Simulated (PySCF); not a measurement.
Magnetic susceptibility: `CN=[P@](C)(CN(C)C)C(F)(F)F`, C6H14F3N2P

Geometry:
```json
{"atom": "C1", "x (Å)": "-2.483", "y (Å)": "-1.378", "z (Å)": "1.660"}
{"atom": "N2", "x (Å)": "-1.247", "y (Å)": "-0.656", "z (Å)": "1.421"}
{"atom": "P3", "x (Å)": "-0.862", "y (Å)": "0.181", "z (Å)": "0.173"}
{"atom": "C4", "x (Å)": "-1.018", "y (Å)": "-0.379", "z (Å)": "-1.574"}
{"atom": "C5", "x (Å)": "0.845", "y (Å)": "0.808", "z (Å)": "0.376"}
{"atom": "N6", "x (Å)": "1.734", "y (Å)": "-0.070", "z (Å)": "-0.357"}
{"atom": "C7", "x (Å)": "3.008", "y (Å)": "0.563", "z (Å)": "-0.637"}
{"atom": "C8", "x (Å)": "1.911", "y (Å)": "-1.329", "z (Å)": "0.337"}
{"atom": "C9", "x (Å)": "-1.846", "y (Å)": "1.839", "z (Å)": "-0.036"}
{"atom": "F10", "x (Å)": "-3.141", "y (Å)": "1.585", "z (Å)": "-0.281"}
{"atom": "F11", "x (Å)": "-1.789", "y (Å)": "2.545", "z (Å)": "1.101"}
{"atom": "F12", "x (Å)": "-1.424", "y (Å)": "2.655", "z (Å)": "-1.018"}
{"atom": "H13", "x (Å)": "-3.335", "y (Å)": "-0.706", "z (Å)": "1.782"}
{"atom": "H14", "x (Å)": "-2.718", "y (Å)": "-2.092", "z (Å)": "0.868"}
{"atom": "H15", "x (Å)": "-2.343", "y (Å)": "-1.928", "z (Å)": "2.591"}
{"atom": "H16", "x (Å)": "-0.626", "y (Å)": "0.373", "z (Å)": "-2.255"}
{"atom": "H17", "x (Å)": "-0.450", "y (Å)": "-1.300", "z (Å)": "-1.681"}
{"atom": "H18", "x (Å)": "-2.070", "y (Å)": "-0.567", "z (Å)": "-1.794"}
{"atom": "H19", "x (Å)": "0.895", "y (Å)": "1.813", "z (Å)": "-0.055"}
{"atom": "H20", "x (Å)": "1.066", "y (Å)": "0.865", "z (Å)": "1.455"}
{"atom": "H21", "x (Å)": "3.614", "y (Å)": "-0.120", "z (Å)": "-1.230"}
{"atom": "H22", "x (Å)": "3.563", "y (Å)": "0.822", "z (Å)": "0.277"}
{"atom": "H23", "x (Å)": "2.844", "y (Å)": "1.470", "z (Å)": "-1.217"}
{"atom": "H24", "x (Å)": "2.457", "y (Å)": "-2.018", "z (Å)": "-0.306"}
{"atom": "H25", "x (Å)": "2.463", "y (Å)": "-1.210", "z (Å)": "1.281"}
{"atom": "H26", "x (Å)": "0.930", "y (Å)": "-1.744", "z (Å)": "0.564"}
```

Method: PySCF, GIAO PBE0/3-21G magnetisability, rotational g tensor and spin-rotation constants, non-relativistic, gas phase. Geometry: GFN2-xTB.

Question: How diamagnetic is it, and how anisotropic?

Answer: Isotropic -2027 × 10⁻³⁰ J/T², or -122.0 × 10⁻⁶ cm³/mol; principal values -2136, -2033, -1911 × 10⁻³⁰ J/T², anisotropy 196 × 10⁻³⁰ J/T² (root of half the summed squared differences of the principal values). The susceptibility is in cgs units.

Question: Split it along the inertial axes a, b, c into diamagnetic and paramagnetic parts about the centre of mass, with the quadrupole moment.

Answer: 
| axis | χ (10⁻⁶ cm³/mol) | diamagnetic (10⁻⁶ cm³/mol) | paramagnetic (10⁻⁶ cm³/mol) | summed x² of all electrons (Å²) | quadrupole Θ (D Å) |
| --- | --- | --- | --- | --- | --- |
| a | -124.9 | -1278.6 | 1153.7 | 415.1 | +3.09 |
| b | -125.9 | -2146.4 | 2020.5 | 210.5 | -0.95 |
| c | -115.3 | -2653.9 | 2538.6 | 90.9 | -2.13 |

Anisotropies 2χaa − χbb − χcc = -8.6 and 2χbb − χaa − χcc = -11.5 × 10⁻⁶ cm³/mol. Θ is traceless in Buckingham's convention.

Question: And the rotational g tensor?

Answer: 
```tsv
axis	rotational constant (GHz)	g	nuclear part	electronic part
a	1.0768	-0.0080	0.5756	-0.5836
b	0.5918	-0.0035	0.5583	-0.5618
c	0.4723	-0.0050	0.5583	-0.5633
```
Asymmetric top; isotopes 12C, 19F, 1H, 14N, 31P; no vibrational averaging.
